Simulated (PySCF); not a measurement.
The same gas-phase reaction for Si, Ge, Sn, Pb:
- SiCl2 + 2 SiI4 → 3 SiI2 + 2 ICl
- GeCl2 + 2 GeI4 → 3 GeI2 + 2 ICl
- SnCl2 + 2 SnI4 → 3 SnI2 + 2 ICl
- PbCl2 + 2 PbI4 → 3 PbI2 + 2 ICl

Energies from PySCF, thermal terms from the rigid-rotor harmonic-oscillator model, ideal gas at 1 bar. † marks an energy on the PBE0/def2-TZVP geometry and frequencies. MP2 and CCSD(T) freeze the core. All species are closed-shell singlets. I, Pb, Sn: scalar-relativistic def2 core potential, no spin-orbit coupling. Ge: all electrons, no relativistic terms. MP2 isn't extrapolated to the basis-set limit. CCSD(T) isn't extrapolated to the basis-set limit.

ΔH°(298 K) in kJ, by level:

| level | Si | Ge | Sn | Pb |
|---|---|---|---|---|
| ωB97M-V/def2-TZVP† | 730.6 | 527.8 | … | 217.7 |
| MP2/def2-TZVPP† | 824.4 | 638.6 | … | 234.4 |
| r2SCAN/def2-TZVP† | 734.9 | 526.8 | … | 226.0 |
| PBE0/def2-SVP† | 716.0 | 528.7 | … | 205.0 |
| HF/def2-TZVP† | 693.4 | 508.1 | … | 154.4 |
| CCSD(T)/def2-SVP† | 694.6 | 538.7 | 479.4 | 224.3 |
| M06-2X/def2-TZVP† | 709.1 | 550.4 | … | 175.3 |

Problem. Some entries are withheld; supply them.

Solution. 
- ωB97M-V/def2-TZVP†, Sn: 469.1
- MP2/def2-TZVPP†, Sn: 517.0
- r2SCAN/def2-TZVP†, Sn: 457.3
- PBE0/def2-SVP†, Sn: 451.1
- HF/def2-TZVP†, Sn: 454.2
- M06-2X/def2-TZVP†, Sn: 487.1
